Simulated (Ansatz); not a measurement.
Geometry optimisation, RKS B3LYP-D4/6-31G* in Ansatz.

The input (input.yaml):

```yaml
crystal:
  periodic: [false, false, false]
  atoms:
    - { symbol: B, position_ang: [0.0, 0.0, 0.0] }
    - { symbol: Cl, position_ang: [0.0, 0.0, 2.21] }
    - { symbol: "N", position_ang: [1.3423, 0.0, -0.775] }
    - { symbol: H, position_ang: [1.8089, -0.9179, -1.0268] }
    - { symbol: H, position_ang: [1.7937, 0.9179, -1.0532] }
    - { symbol: "N", position_ang: [-1.3423, 0.0, -0.775] }
    - { symbol: H, position_ang: [-2.0112, -0.8164, -0.6764] }
    - { symbol: H, position_ang: [-1.5914, 0.8164, -1.4036] }
    - { symbol: H, position_ang: [-0.1864, 1.4017, 0.4698] }
    - { symbol: H, position_ang: [-0.166, 1.2482, 1.3665] }
basis:
  gaussian: { orbitals: "6-31G*" }
hamiltonian:
  xc: b3lyp
  dispersion: d4
relax:
  f_tol: 0.15
  max_steps: 25
  restrain:
    - { distance: [0, 8], at: 2.39, k: 30.0 }
    - { distance: [9, 1], at: 2.57, k: 30.0 }
    - { distance: [0, 1], at: 1.86, k: 30.0 }
    - { distance: [9, 8], at: 0.66, k: 30.0 }
```

Run as:

```bash
$ ansatz run input.yaml --threads 1 --pin off --max-ram 2048MiB --backend cpu --events-out ev --progress --plain --runs-dir out
```

Problem. Where does it end, and by what steps?

Solution. The run converged. The restraints hold the end off the free minimum. After 12 steps the energy has fallen by 4.814 eV (the restraints' own energy left out); H4 moved furthest, 1.10 Å. Parted: Cl2–H10 (1.52 → 2.58 Å).

```json
{"step": "0", "energy less start (eV)": "0.0000", "largest force component (eV/Å)": "3.667", "accepted": "yes"}
{"step": "1", "energy less start (eV)": "-0.8356", "largest force component (eV/Å)": "2.726", "accepted": "yes"}
{"step": "2", "energy less start (eV)": "-1.3198", "largest force component (eV/Å)": "4.210", "accepted": "yes"}
{"step": "3", "energy less start (eV)": "-2.1976", "largest force component (eV/Å)": "2.854", "accepted": "yes"}
{"step": "4", "energy less start (eV)": "-3.1994", "largest force component (eV/Å)": "1.616", "accepted": "yes"}
{"step": "5", "energy less start (eV)": "-3.8154", "largest force component (eV/Å)": "1.000", "accepted": "yes"}
{"step": "6", "energy less start (eV)": "-4.1234", "largest force component (eV/Å)": "1.083", "accepted": "yes"}
{"step": "7", "energy less start (eV)": "-4.3409", "largest force component (eV/Å)": "2.032", "accepted": "yes"}
{"step": "8", "energy less start (eV)": "-4.5421", "largest force component (eV/Å)": "1.060", "accepted": "yes"}
{"step": "9", "energy less start (eV)": "-4.6476", "largest force component (eV/Å)": "1.265", "accepted": "yes"}
{"step": "10", "energy less start (eV)": "-4.7277", "largest force component (eV/Å)": "0.836", "accepted": "yes"}
{"step": "11", "energy less start (eV)": "-4.7867", "largest force component (eV/Å)": "0.770", "accepted": "yes"}
{"step": "12", "energy less start (eV)": "-4.8145", "largest force component (eV/Å)": "1.336", "accepted": "yes"}
```

```xyz
10
Properties=species:S:1:pos:R:3
B -0.021 -0.250 -0.147
Cl -0.025 -0.880 1.585
N 1.230 -0.026 -0.747
H 2.094 -0.189 -0.254
H 1.347 0.384 -1.661
N -1.268 -0.065 -0.767
H -2.137 -0.201 -0.275
H -1.378 0.237 -1.723
H -0.107 1.942 0.831
H -0.087 1.698 1.495
```

Run time: 52 s on 1 thread of Arm Neoverse V1 (shared host), peak memory 0.15 GiB.
